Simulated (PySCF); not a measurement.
Ligands exchanged one at a time, Si C2H5-SH. Isolated molecules, 0 K electronic values unless said otherwise. One relaxed conformer stands for each flexible species; it need not be the lowest. Strings in code marks are SMILES.

These are PySCF with B3LYP-D3(BJ)/def2-TZVP // PBE0-D4/def2-SVP values and carry that method's errors. B3LYP has the VWN-RPA correlation part, as in Gaussian. Excitations are Tamm–Dancoff values on a coarser integration grid. The basis has no diffuse functions, so Rydberg states are missing or too high.

| species | LUMO (eV) | S1–T1 gap (TDA) (eV) | HOMO (eV) | S1 oscillator strength | T1 excitation (TDA) (eV) |
|---|---|---|---|---|---|
| 0 of 4 C2H5 replaced by SH (`CC[Si](CC)(CC)CC`) | – | 0.16 | -7.46 | 0.008 | 7.05 |
| 1 of 4 C2H5 replaced by SH (`CC[Si](CC)(CC)S`) | – | 0.48 | -6.76 | 0.002 | 5.39 |
| 2 of 4 C2H5 replaced by SH (`CC[Si](CC)(S)S`) | -0.16 | 0.38 | -6.79 | 0.001 | 5.18 |
| 3 of 4 C2H5 replaced by SH | -0.36 | 0.41 | -7.10 | 0.004 | 5.24 |
| 4 of 4 C2H5 replaced by SH (`[Si](S)(S)(S)S`) | -0.96 | 0.30 | -7.21 | 0.003 | 4.87 |
